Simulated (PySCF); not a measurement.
From one molecule to another.

First species: C5H9F3N2.
Numbering: `[CH2:1]=[CH:2][CH2:3][N:4]([NH2:5])[CH2:6][C:7]([F:8])([F:9])[F:10]` (hydrogens: H11, H12 on C1; H13 on C2; H14, H15 on C3; H16, H17 on N5; H18, H19 on C6)

Cartesian coordinates in Å at the GFN2-xTB level; atoms count from 1:
```
atom  x, y, z in Å
C1    -2.4101   -0.8478    0.0092
C2    -1.7406    0.2871   -0.0630
C3    -0.5126    0.4787   -0.9073
N4     0.7015    0.7979   -0.1507
N5     0.7466    2.0899    0.4183
C6     1.0619   -0.1921    0.8434
C7     1.7675   -1.3826    0.2075
F8     2.3668   -2.1371    1.1456
F9     0.9325   -2.2076   -0.4458
F10    2.7141   -1.0297   -0.6647
H11   -2.1139   -1.7121   -0.5623
H12   -3.2848   -0.9572    0.6282
H13   -2.0572    1.1437    0.5206
H14   -0.3124   -0.4247   -1.4854
H15   -0.6665    1.3035   -1.6112
H16    0.9454    2.7582   -0.3190
H17   -0.1294    2.3521    0.8737
H18    1.7740    0.2761    1.5262
H19    0.2077   -0.5870    1.4175
```

Second species: C5H13PSi.
SMILES: `[H]/P=C(\C)[Si](C)(C)C`

Levels: PBE0/pcSseg-1 for HOMO energy, LUMO energy and HOMO–LUMO gap. Geometries: GFN2-xTB. All species are isolated and taken at one optimised geometry, non-relativistic unless stated. Electronic properties by PySCF.

The conformers computed, where there is a choice (atom-mapped SMILES and torsion angles):
- `[H]/[P:3]=[C:2](\[CH3:1])[Si:4]([CH3:5])([CH3:6])[CH3:7]`: C1–C2–Si4–C5 -139°

The conformers of `C=CCN(N)CC(F)(F)F` aren't listed.

Values for the first species:

| Item | Value |
| --- | --- |
| HOMO energy | -6.83 eV |
| LUMO energy | -0.13 eV |
| HOMO–LUMO gap | 6.70 eV |

(1) Estimate the same properties for the second species, and the change in each.

Results:

(1) 
| property | first | second | second less first |
| --- | --- | --- | --- |
| HOMO energy | -6.83 eV | -7.07 eV | -0.24 eV |
| LUMO energy | -0.13 eV | -1.60 eV | -1.47 eV |
| HOMO–LUMO gap | 6.70 eV | 5.47 eV | -1.23 eV |

